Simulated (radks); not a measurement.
The numbers below are computed, except where a source is named.
Valence configurations of Se+ (all share [Ar]). Level of theory: non-relativistic Kohn-Sham, BLYP, spin-polarised, spherical densities, point nucleus; open shells are filled with parallel spins first (a radial shooting solver on a logarithmic mesh with Libxc functionals). Energies are relative to 3d10 4s2 4p3; eigenvalues in eV for spin up.

valence           E (eV)  moment (Bohr magnetons)    e(3d)    e(4p)    e(4s)
3d10 4s2 4p3       0.000                        3  -64.628  -16.077  -26.944
3d10 4s1.5 4p3.5   5.396                        3  -65.415  -16.433  -27.411
3d10 4s1 4p4      10.819                        3  -66.191  -16.783  -27.871
3d10 4p5          23.515                        1  -67.713  -16.881        -
3d9.5 4s2 4p3.5   26.370                        3  -71.129  -16.953  -28.260
3d9 4s2 4p4       55.085                        3  -77.740  -17.790  -29.518
3d9 4s1.5 4p4.5   60.886                        3  -78.464  -18.113  -29.937
3d9 4s1 4p5       66.706                        3  -79.180  -18.431  -30.349
3d8 4s2 4p5       119.71                        3  -91.294  -19.370  -31.886
3d7 4s2 4p6       194.22                        3  -105.30  -20.872  -34.112

NIST lists [Ar] 3d10 4s2 4p3 as the ground configuration; this level of theory agrees among the configurations tried. The energies are those of spherical high-spin densities, not of single terms.
